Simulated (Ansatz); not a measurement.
C$_{2}$H$_{6}$Si, singlet, at a GFN2-xTB geometry; R2SCAN/6-31G* in Ansatz (a quantum-chemistry and plane-wave program).

The Ansatz input:
Ansatz 0.2 input:
```yaml
crystal:
  periodic: [false, false, false]
  atoms:
    - {symbol: Si, position_ang: [-0.25781853, 0.11561357, 0.69927516]}
    - {symbol: C, position_ang: [0.74714689, 1.26727629, -0.47256628]}
    - {symbol: H, position_ang: [0.92573921, 2.24312512, -0.02482989]}
    - {symbol: H, position_ang: [0.22513318, 1.43369211, -1.41547096]}
    - {symbol: H, position_ang: [1.72091760, 0.83786826, -0.71036843]}
    - {symbol: C, position_ang: [-0.40578857, -1.42035160, -0.45329187]}
    - {symbol: H, position_ang: [0.57448304, -1.79226401, -0.75330936]}
    - {symbol: H, position_ang: [-0.95623279, -1.18077588, -1.36366825]}
    - {symbol: H, position_ang: [-0.92873070, -2.24178365, 0.03294363]}
basis:
  gaussian:
    orbitals: 6-31G*
hamiltonian:
  xc: r2scan
accuracy: high
```

It wrote (shortened):

```
Functional definition: r2SCAN
1416 factors; integrals over basis functions are off by at most 3.5e-9 eV
mean field evaluation 1: about -10036.1412 eV, gradient 6.2e1 eV
mean field evaluation 2: about -10026.7921 eV, gradient 8.0e1 eV
mean field evaluation 4: about -10045.2601 eV, gradient 1.7e0 eV
mean field evaluation 8: about -10045.2605 eV, gradient 9.8e-2 eV
mean field evaluation 16: about -10045.2605 eV, gradient 3.4e-6 eV
mean field -10045.26051046 eV, -369.1565148371 hartree, gradient 1.3e-8 eV, S^2 0.000000; 0 other end points of the search recorded, 0 dependent functions left out
reference -10045.26051105 eV, -369.1565148588 hartree; 16, 16 occupied and 45, 45 virtual orbitals, 1416 factors
Total energy: -10045.26051105 eV, -369.1565148588 hartree
```
